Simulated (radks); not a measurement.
Values are calculated unless marked as measured or tabulated.
Task: These are the eigenvalues of the occupied orbitals of an atom or ion with whole-number occupations (hartree). Code: a radial shooting solver on a logarithmic mesh with Libxc functionals. Model: scalar-relativistic Kohn-Sham, SCAN, spin-polarised, spherical densities, finite nucleus; meta-GGA in the generalised Kohn-Sham scheme; Fermi nuclear charge, rms radius of each element as measured or else 0.836 A^(1/3) + 0.57 fm.

orbital  eigenvalue
1s down   -262.3488
1s up     -262.3487
2s up     -34.85306
2s down   -34.77494
2p up     -30.27490
2p down   -30.21699
3s up      -7.57739
3s down    -7.42613
3p up      -6.22673
3p down    -6.07795
3d up      -4.10456

Which element is it, and in what charge state? The configuration may be excited. Open shells, if any, are filled with parallel spins first.

Result: Z = 26, iron, charge +6: Fe6+ in [Ar] 3d2. The list shows which subshells hold electrons but not how many an open one holds; the 1s level, -262.35 hartree, gives Z - s = 22.9 by -(Z - s)^2/2, which with screening and relativity narrows Z to a few neighbours, and the depths of the outer levels then fix element, charge and occupations together.
